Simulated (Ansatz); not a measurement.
## A family of molecules: the atomisation energy (no zero-point term)

One atom is swapped for its congeners: C3H4 (propyne) `C#CC`; C2H4Si `C#C[SiH3]`; C2H4Ge `C#[C][GeH3]`; C2H4Sn `C#[C][SnH3]`. All are singlets with charge 0.

Shapes, held fixed at every level: PBE0-D4/def2-TZVP. Programs: Ansatz 0.2.0. Values in eV.

Problem. How should the atomisation energy change along the series?

Solution. At CCSD(T)/def2-TZVPP the atomisation energy falls at every step, from 29.79 to 23.64 eV. Every level shows the same order. For atoms past krypton def2 sets carry core potentials with scalar relativity. Relativity is left out for Ge unless named. Correlated rows may include outer-core shells of Ge, Sn, which these sets cover unevenly. Spin-orbit coupling, which grows down the group, is left out (summed over each molecule's free atoms 0.01, 0.03, 0.13, 0.31 eV).

```
               level   C3H4  C2H4Si  C2H4Ge  C2H4Sn
   PBE-D4/def2-TZVPP  31.35   27.31   25.94   24.37
r2SCAN-D4/def2-TZVPP  30.58   26.98   25.61   23.97
  PBE0-D4/def2-TZVPP  30.76   26.90   25.51   23.94
  wB97M-V/def2-TZVPP  30.59   27.04   25.52   24.07
        MP2/def2-SVP  29.76   25.88   24.65   22.96
      MP2/def2-TZVPP  30.39   26.73   25.49   23.76
  CCSD(T)/def2-TZVPP  29.79   26.35   25.18   23.64
```
